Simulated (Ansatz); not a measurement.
Basis sets compared for Zr₃O₅ (the lowest singlet isomer of a short search). The state is a singlet with charge 0. Geometry PBE0-D4/def2-SVP. Ansatz on 4 threads of Intel Xeon on a shared host; times are rough, and most runs start from earlier orbitals.

```
atom   x (Å)   y (Å)   z (Å)
 Zr1   1.656   0.187   0.611
 Zr2  -1.137  -1.362  -0.050
 Zr3  -0.918   1.723  -0.159
  O4   0.484   1.873   1.051
  O5  -2.114   0.431   0.436
  O6  -1.376  -1.779  -1.742
  O7   2.694   0.480  -0.779
  O8   0.712  -1.553   0.632
```

In the def2 sets Zr takes a core potential; there is no spin–orbit coupling. The structure comes from a short search, and lower isomers may exist.

Binding counts from free atoms (Zr triplet, O triplet) in the same basis, without a counterpoise term.

```tsv
level	functions	energy (Eh)	HOMO (eV)	LUMO (eV)	binding per atom (eV)	wall time
PBE-D4/def2-SVP	163	-517.0799	-4.80	-3.18	–	5 s
PBE-D4/def2-TZVP	275	-517.5594	-4.82	-3.22	–	8.6 s
r2SCAN-D4/def2-TZVP (with forces)	275	-517.7666	-4.86	-2.89	–	18 s
PBE0-D4/def2-SVP	163	-516.9423	-5.53	-2.54	5.81	7.5 s
PBE0-D4/def2-TZVP	275	-517.4231	-5.53	-2.57	5.73	19 s
```

Estimate the rows for PBE-D4/def2-TZVPD, r2SCAN-D4/def2-TZVPD, PBE0-D4/def2-TZVPD.


| level | functions | energy (Eh) | HOMO (eV) | LUMO (eV) | binding per atom (eV) | wall time |
| --- | --- | --- | --- | --- | --- | --- |
| PBE-D4/def2-TZVPD | 320 | -517.5628 | -4.83 | -3.23 | – | 10 s |
| r2SCAN-D4/def2-TZVPD | 320 | -517.7700 | -4.85 | -2.89 | – | 17 s |
| PBE0-D4/def2-TZVPD | 320 | -517.4267 | -5.53 | -2.57 | 5.73 | 17 s |
